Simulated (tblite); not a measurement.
Level: GFN2-xTB in tblite, geometry and Hessian alike; calculated harmonic values, unscaled, isolated species. The method is semi-empirical: single wavenumbers can be off by several per cent or more. Modes of hydrogen on silicon can be 10 to 20 % off. One conformer each. Thermal functions are those of the rigid rotor and harmonic oscillator, without mixing of conformers.

Question: Order these by their zero-point energy, highest first (kcal/mol).
A. `COC(=O)CCS(=O)(=O)[O-]`
B. `C=C[C@@H](C)[SiH2]C([SiH3])[SiH3]`
C. `C=C1[C@@H](C)[C@H]1C`
D. `C[C@H]1CCCN(C)N1C`
E. `CC[C@@H]1C([C@H]([C@@H]1F)C#N)=O`

Answer: D (141.8), B (111.7), C (87.6), E (85.5), A (73.7).

```csv
SMILES,atoms,mass (u),symmetry number,modes under 300 cm⁻¹,ZPE (kcal/mol),S translation (cal/(mol K)),S rotation,S vibration,S,Cp
C[C@H]1CCCN(C)N1C,25,128.13,1,7,141.8,40.5,28.8,24.4,93.6,40.5
C=C[C@@H](C)[SiH2]C([SiH3])[SiH3],24,160.06,1,13,111.7,41.1,30.6,47.0,118.8,54.4
C=C1[C@@H](C)[C@H]1C,16,82.08,1,5,87.6,39.2,26.7,16.4,82.2,28.0
CC[C@@H]1C(=O)[C@@H](C#N)[C@@H]1F,18,141.06,1,7,85.5,40.8,29.7,29.9,100.4,37.7
COC(=O)CCS(=O)(=O)[O-],17,167.00,1,7,73.7,41.3,29.7,30.2,101.1,39.6
```

Entropies and Cp are for 298.15 K and 1 bar.
